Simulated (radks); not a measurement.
Values are calculated unless marked as measured or tabulated.
Effect of the nuclear size on neutral zirconium, [Kr] 4d2 5s2. Level of theory: Dirac Kohn-Sham, PBE, spin-unpolarised, spherical densities, finite nucleus; open shells are shared between the two j in proportion to 2j + 1; Fermi nuclear charge, rms radius 4.2694 fm (a radial shooting solver on a logarithmic mesh with Libxc functionals). The rms radius is varied about that value; shifts are against it.

\begin{tabular}{lrrrrrr}
rms radius (fm) & total energy shift (eV) & density at nucleus (e/bohr^3) & 1s1/2 shift (meV) & 2s1/2 shift (meV) & 4s1/2 shift (meV) & 4p1/2 shift (meV) \\ \hline
3.5692 & -0.330 & 7.608e+04 & -140 & -14.7 & -0.353 & 0.062 \\
3.898 & -0.182 & 7.542e+04 & -76.9 & -8.07 & -0.194 & 0.034 \\
4.2694 & 0 & 7.475e+04 & 0.000 & 0.000 & 0.000 & 0.000 \\
4.5213 & 0.132 & 7.433e+04 & 55.7 & 5.85 & 0.141 & -0.025 \\
4.8671 & 0.324 & 7.38e+04 & 137 & 14.4 & 0.346 & -0.060 \\
\end{tabular}

Slopes of the eigenvalues against <r^2> in GHz/fm^2, as finite differences over the two radii next to the reference (eigenvalue slopes, not the field-shift constants of lines): 1s1/2 6110, 2s1/2 642, 4s1/2 15.4, 4p1/2 -2.69.
